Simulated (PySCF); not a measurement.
**La(NH2)3 relaxed at several levels**

Computed with PySCF 2.14.0, def2-SVP on the ligands, density fitting, scalar-relativistic core potentials, no spin-orbit coupling, vacuum. Each row is relaxed at its own level from the same template. Distances are means of the shortest metal–ligand contacts, charges and spins Mulliken's; removal energies are rigid, with the ligand's formal charge and no counterpoise, so too large; for an anion taken off a cation in vacuum most of it is the attraction of opposite charges, and multiply charged cations can part far more cheaply with an electron moved from ligand to metal. lcecp potentials hold a fixed number of 4f electrons in the core, out of states, spins and gaps.

```json
{"level": "BP86", "basis on the metal": "lcecp-1-SVP with ECP46", "point group": "D3h", "M–NH2 (Å)": "2.311", "charge on M (e)": "0.81", "dipole (D)": "0.00", "HOMO–LUMO gap (eV)": "–", "removal of one NH2 (eV)": "9.99", "unstable modes (below −25 cm⁻¹)": "not given"}
{"level": "PBE0", "basis on the metal": "def2-SVP with ECP46", "point group": "D3h", "M–NH2 (Å)": "2.345", "charge on M (e)": "1.09", "dipole (D)": "0.00", "HOMO–LUMO gap (eV)": "3.65", "removal of one NH2 (eV)": "9.56", "unstable modes (below −25 cm⁻¹)": "4"}
```

**Question.** What does the calculation give for PBE0, lcecp-1-SVP with ECP46?

**Answer.** point group: Cs, M–NH2 (Å): 2.299, charge on M (e): 0.99, dipole (D): 2.13, removal of one NH2 (eV): 9.86, unstable modes (below −25 cm⁻¹): 1.
```xyz
10

La    0.0429    0.0001   -0.6486
N     2.2301    0.0000    0.0774
H     2.4881   -0.0002    1.0667
H     3.1170    0.0001   -0.4282
N    -1.1167    1.9187   -0.1546
H    -0.6972    2.7840    0.1907
H    -2.1251    2.0571   -0.0683
N    -1.1167   -1.9186   -0.1554
H    -0.6972   -2.7841    0.1895
H    -2.1251   -2.0571   -0.0692
```

Members with unstable modes aren't minima as they stand: saddle points kept by symmetry or, where the modes are soft, flat surfaces and noise. Moved off a saddle point of the template and relaxed again: BP86, PBE0. One start shape was tried for each, so a minimum needn't be the lowest isomer.
